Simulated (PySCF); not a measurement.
## Circular dichroism: SMILES F[C@H]1C[CH2][Ge@H]1[F], C₃H₆F₂Ge

Molfile (atoms numbered from 1):
```
C3H6F2Ge
     RDKit          3D

 12 12  0  0  0  0  0  0  0  0999 V2000
   -0.5915   -2.2156    0.5660 F   0  0  0  0  0  0  0  0  0  0  0  0
   -0.4646   -1.1097   -0.2281 C   0  0  1  0  0  0  0  0  0  0  0  0
   -1.0021    0.1761    0.4156 C   0  0  0  0  0  0  0  0  0  0  0  0
   -0.0150    1.2509   -0.0739 C   0  0  0  0  0  0  0  0  0  0  0  0
    1.3527   -0.1917   -0.4200 Ge  0  0  1  0  0  4  0  0  0  0  0  0
    2.3157   -0.4257    1.0381 F   0  0  0  0  0  0  0  0  0  0  0  0
   -0.9456   -1.3507   -1.1795 H   0  0  0  0  0  0  0  0  0  0  0  0
   -2.0401    0.3870    0.1605 H   0  0  0  0  0  0  0  0  0  0  0  0
   -0.9268    0.0632    1.4974 H   0  0  0  0  0  0  0  0  0  0  0  0
    0.2030    2.0229    0.6593 H   0  0  0  0  0  0  0  0  0  0  0  0
   -0.3531    1.7270   -0.9915 H   0  0  0  0  0  0  0  0  0  0  0  0
    2.4686   -0.3343   -1.4700 H   0  0  0  0  0  0  0  0  0  0  0  0
  1  2  1  0
  2  3  1  0
  3  4  1  0
  4  5  1  0
  5  6  1  0
  5  2  1  0
  2  7  1  6
  3  8  1  0
  3  9  1  0
  4 10  1  0
  4 11  1  0
  5 12  1  6
M  END
```

Theory: TDDFT CAM-B3LYP/def2-SVPD circular dichroism and optical rotation, one conformer, gas phase (PySCF 2.14.0). Geometry: GFN2-xTB.

The calculation is non-relativistic, which matters for the atoms heavier than Zn.

(1) Assign R or S to each stereocentre.

(2) Which excitations and rotatory strengths does the calculation give?

## Answers

(1) C2 R, Ge5 R.

(2) Rotatory strengths R in 10⁻⁴⁰ esu² cm², velocity form and length form (origin at the centre of mass); f in length form.
| state | E (eV) | λ (nm) | f | R (velocity) | R (length) | main |
| --- | --- | --- | --- | --- | --- | --- |
| 1 | 6.27 | 198 | 0.004 | -6.8 | -7.4 | HOMO→LUMO 0.92 |
| 2 | 6.99 | 177 | 0.016 | +52.6 | +51.5 | HOMO−1→LUMO 0.60, HOMO→LUMO+1 0.29 |
| 3 | 7.20 | 172 | 0.065 | -2.0 | -2.5 | HOMO→LUMO+1 0.43, HOMO−1→LUMO 0.28 |
| 4 | 7.41 | 167 | 0.044 | -39.6 | -39.6 | HOMO−1→LUMO+1 0.59, HOMO→LUMO+3 0.13 |
| 5 | 7.50 | 165 | 0.019 | -29.1 | -28.1 | HOMO→LUMO+3 0.41, HOMO→LUMO+2 0.23 |
| 6 | 7.61 | 163 | 0.053 | -17.4 | -17.2 | HOMO→LUMO+2 0.49, HOMO→LUMO+3 0.33 |
| 7 | 8.19 | 151 | 0.009 | +16.5 | +15.4 | HOMO−1→LUMO+2 0.52, HOMO−1→LUMO+3 0.21 |
| 8 | 8.36 | 148 | 0.131 | +32.1 | +31.5 | HOMO→LUMO+5 0.31, HOMO−1→LUMO+2 0.25 |
| 9 | 8.39 | 148 | 0.158 | -24.0 | -23.2 | HOMO→LUMO+4 0.37, HOMO−1→LUMO+3 0.22 |
| 10 | 8.43 | 147 | 0.010 | -13.0 | -12.9 | HOMO−2→LUMO 0.65, HOMO→LUMO+4 0.22 |
| 11 | 8.58 | 145 | 0.152 | +6.5 | +6.6 | HOMO→LUMO+5 0.37, HOMO−1→LUMO+3 0.29 |
| 12 | 8.97 | 138 | 0.061 | +46.1 | +43.8 | HOMO−2→LUMO+1 0.53, HOMO→LUMO+6 0.18 |
| 13 | 9.04 | 137 | 0.045 | +9.3 | +9.4 | HOMO→LUMO+6 0.42, HOMO−2→LUMO+1 0.23 |
| 14 | 9.15 | 136 | 0.073 | +39.6 | +39.7 | HOMO−1→LUMO+4 0.62, HOMO−1→LUMO+5 0.09 |
| 15 | 9.20 | 135 | 0.119 | -61.5 | -60.9 | HOMO−1→LUMO+5 0.39, HOMO−1→LUMO+4 0.17 |
| 16 | 9.25 | 134 | 0.026 | -33.5 | -33.7 | HOMO−3→LUMO 0.64, HOMO−1→LUMO+5 0.08 |

Among the states computed, the strongest CD band (largest |R|) is state 15. The largest dissymmetry factor in size, g = 4R/(D+G), with D and G the electric and magnetic dipole strengths, is +0.034 for state 2 (velocity form, f = 0.016), among bands with |R| over 0.5. The mirror image has the same energies and oscillator strengths and all R with the opposite sign.
